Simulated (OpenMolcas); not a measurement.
**Pt2+: from CASSCF to CASPT2**

```yaml
Program: OpenMolcas
Basis: ANO-RCC-VDZP [7s6p4d2f]
Scalar_Hamiltonian: DKH2, point nucleus
Active_space: 8 electrons in 5 orbitals (5d)
State_averaging: 2S+1 = 3 even, 10 roots; 2S+1 = 1 even, 15 roots
Spin-orbit_coupling: state interaction with AMFI integrals over the reference wave functions, term energies averaged over their components
```

Methods on the same reference wave functions:
A. CASSCF
B. SS-CASPT2, IPEA 0.25 Eh, imaginary shift 0.1 Eh (closed shells correlated: 5s 5p)

Energies in cm⁻¹ above 5d⁸ ³F₄, the measured ground level; measured values from NIST levels as listed in McCann et al., Mon. Not. R. Astron. Soc. 538, 537 (2025).

```tsv
Level	A	B	Measured
5d⁸ ³F₄	0.0	0.0	0.0
5d⁸ ³F₃	10407	10470	9752
5d⁸ ³P₂ [53 %]	17978	17120	
5d⁸ ³P₀	20918	18690	14939
5d⁸ ³P₁	23114	21470	16782
5d⁸ ¹G₄	25925	24440	21331
5d⁸ ¹S₀	55110	50120
```

Deviations, from unrounded energies. A percentage is the sum of absolute deviations over the sum of measured energies, with the sign that they share, or ± where signs differ.

```
                        Against measurement  Levels      A      B
             mean absolute deviation (cm-1)       4   4400   3100
      fine structure of the ground term (%)       1   +6.7   +7.3
other terms of the ground configuration (%)       3  +31.9  +21.8
```

B lies closest to measurement on these levels. The largest miss of B in the table is 5d⁸ ³P₁, by +4700 cm-1. The ranking rests on the paired levels alone, and a cruder setting can come out closer through cancelling errors.

From A to B the spin-free energies of the other terms of 5d⁸ shown, above ³F, scale by factors of 0.87 to 0.91, as is usual when dynamic correlation screens the repulsion within a d or f shell.

The lowest spin-free term lies below A's lowest term by 0.292 hartree in B.

CASPT2 breaks the degeneracy within a term, and the mean is taken; among the terms shown or strongly mixed into the levels shown the widest spread is 320 cm-1 (5d⁸ ¹G, B). Configurations with an s electron lie low in 5d ions of this charge, fall among these levels and mix in, so low-spin terms can stand far too high, up to twice their true height, and weights are not those of the real levels. Without dynamic correlation excited terms often stand tens of per cent too high (terms of higher spin than the ground term too low), and those without a measured partner can miss by more than the paired ones (holds for A). Some terms miss by over 15 % even with CASPT2, which points to a basis or an active space too small for the shells correlated (holds for B). Measured partners are found by configuration, term and J. A level has none where our copy of the source lacks it or the pairing is in doubt (some pairs that miss far off the trend of their configuration count as doubtful), and it then counts in no deviation. Levels of configurations outside the active space are missing. Levels that lie high or do not pair safely by name in every column are left out.

A share in square brackets marks a mixed level and gives the weight of the term that names it, the lowest over the columns.
